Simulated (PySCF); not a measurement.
CH6BNSi (calculated)

Computed with PySCF 2.14.0. Calculation on a computer-drawn molecule: the log of a Hartree-Fock and frozen-core CCSD(T) single point meant for a local Hartree-Fock minimum, with one planted fault or none, to be diagnosed. Offsets are logged minus clean, where the clean run is the same molecule without the fault. The reference is restricted for singlets and unrestricted otherwise, and also for a bond in bohr or an excited solution. Adding or removing an electron swaps singlet and doublet. The excited solution moves the top pair (singlet) or top alpha electron (doublet) to the lowest empty orbital. Highest occupied and lowest empty are orbital energies over both spins, largest force is the largest gradient component, triples share is (T) over the correlation energy, the T1 limit is 0.02 restricted and 0.045 unrestricted, electrons count all cores, a negative frequency is imaginary (commonest isotopes), and the dipole is about the centre of nuclear charge.

```xyz
10
formula=CH6BNSi meant_charge=0 meant_multiplicity=1 meant_basis=cc-pV(D+d)Z logged_electrons=38 logged_basis_functions=95 logged_SCF_converged=yes logged_spin_squared=0 logged_highest_occupied=-4.9399 logged_lowest_empty=-0.72972 logged_largest_force=0.15299 logged_dipole_magnitude=6.9251 logged_SCF_stable_within_its_kind=no logged_energy_HF=-409.15888 possible_faults=no_fault,one_electron_removed,one_electron_added,multiplicity_raised_by_two,geometry_at_a_saddle_point,SCF_held_on_an_excited_solution,minimal_basis_STO-3G,one_bond_length_entered_in_bohr,all_coordinates_scaled
N     -2.8955     0.5227    -2.3454
C     -2.1345     0.7835    -1.1920
B     -0.9328     0.2901    -0.6706
Si     0.7794    -0.2123     0.2213
H     -3.8805     0.5166    -2.1517
H     -2.6541    -0.3473    -2.7818
H     -2.5257     1.6058    -0.5881
H      1.9594     0.0144    -0.6457
H      0.7888    -1.6325     0.6445
H      0.8928     0.6494     1.4238
```

Units: logged_highest_occupied, logged_lowest_empty in eV; logged_largest_force in hartree/bohr; logged_dipole_magnitude in debye; logged_energy_HF in hartree.

Drawn bonds:
```tsv
atom	other atom	order
1	2	1
2	3	2
3	4	1
1	5	1
1	6	1
2	7	1
4	8	1
4	9	1
4	10	1
```

Notes: coupled-cluster numbers left out as unreliable.

Questions
1. Give the missing planted fault for CH6BNSi.

Answers
1. SCF held on an excited solution

Further results for CH6BNSi:

- HF energy offset from clean run: 122.6 kcal/mol
